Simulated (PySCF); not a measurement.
# What a mistake does to a calculation on BC2GeH6 cation

All numbers below are calculated, not measured. The program is PySCF 2.14.0, an open-source quantum chemistry code, run on an isolated molecule that a program drew, which may never have been made. The molecule is BC2GeH6 cation (charge +1, singlet), drawn as the SMILES string `B=[CH][GeH+][CH3]`.

Each row is a Hartree-Fock (HF) and frozen-core CCSD(T) single point in the cc-pVDZ basis, meant for a local HF minimum. Run 1 is clean. Each other run has one planted mistake out of seven kinds, and not every kind appears here: one electron removed, one electron added, multiplicity raised by two, geometry at a saddle point, minimal basis STO-3G, one bond length entered in bohr, all coordinates scaled. The reference is restricted for singlets and unrestricted otherwise, and also for a bond in bohr. Adding or removing an electron swaps singlet and doublet. Electrons count all cores. HOMO and LUMO are orbital energies over both spins, the gradient is its largest component, and the lowest frequency (negative if imaginary) is given only where the gradient is small. Bond lengths are over the 9 bonds as drawn. T1 is the CCSD diagnostic: over 0.02 (restricted) or 0.045 (unrestricted) a single reference is doubtful. Germanium has the cc-pVDZ-PP basis, with a core potential (ECP10MDF) in place of its 10 inner electrons, and its 3s, 3p and 3d shells are frozen in CCSD(T).

Geometry of the clean run:
```xyz
10
BC2GeH6 cation, angstrom
B     0.2950   -1.5833   -1.1932
C     0.7987   -0.4548   -0.5235
Ge   -0.1949    1.0683   -0.2770
C    -2.0039    1.3151   -0.8858
H    -0.1613   -2.5047   -1.7577
H     1.8116   -0.4595   -0.1277
H     0.4744    2.2076    0.4625
H    -2.3865    0.4316   -1.3935
H    -2.0263    2.1714   -1.5634
H    -2.6307    1.5479   -0.0223
```

```
run,electrons,basis functions,<S^2>,HOMO (eV),LUMO (eV),gradient (hartree/bohr),lowest frequency (cm^-1),mean bond (Å),longest bond (Å),T1,HF (hartree),CCSD(T) (hartree),mistake
1,54,95,0.000,-15.05,-4.25,2.8e-05,85,1.3570,1.925,0.0131,-397.00138,-397.48720,no fault
2,53,95,0.756,-22.77,-12.46,7.4e-02,-,1.3570,1.925,0.0127,-396.50346,-396.93805,one electron removed
3,54,95,0.000,-14.48,-4.37,3.4e-02,-,1.4289,2.027,0.0147,-396.97724,-397.47477,all coordinates scaled
4,55,95,0.886,-5.86,2.04,2.2e-02,-,1.3570,1.925,0.0252,-397.18667,-397.68915,?
```

**Which mistake was planted in run 4, and what did it cost?**

It counts 55 electrons, one more than the clean run, at the same geometry and basis. So the mistake is: one electron added. Subtracting run 1 and multiplying by 627.51 kcal/mol a hartree, the energy moved by -116.3 kcal/mol in HF and -126.7 kcal/mol in CCSD(T).

